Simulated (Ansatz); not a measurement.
AlBr₂, SMILES [Br][Al+][Br], charge +1.

Coordinates come from a B3LYP-D3(BJ)/def2-TZVP optimisation. The spin state was assumed, not searched. The isomer is the one that the SMILES or the coordinates give; other isomers of the formula were not compared.

Two levels are set side by side: PBE/def2-SVPD (Ansatz, a program for electronic structure) and CAM-B3LYP/def2-SVPD (Ansatz). Energy differences of separate SCF runs at the same geometry; the states with an electron removed or added have multiplicity 2 and 2. Differences are taken from unrounded values.

| quantity | CAM-B3LYP | PBE | PBE minus CAM-B3LYP |
|---|---|---|---|
| vertical ionisation energy (eV) | 17.17 | 16.52 | -0.65 |
| vertical electron affinity (eV) | 6.66 | 6.67 | 0.00 |
| vertical singlet–triplet gap (eV) | 4.75 | 4.09 | -0.66 |
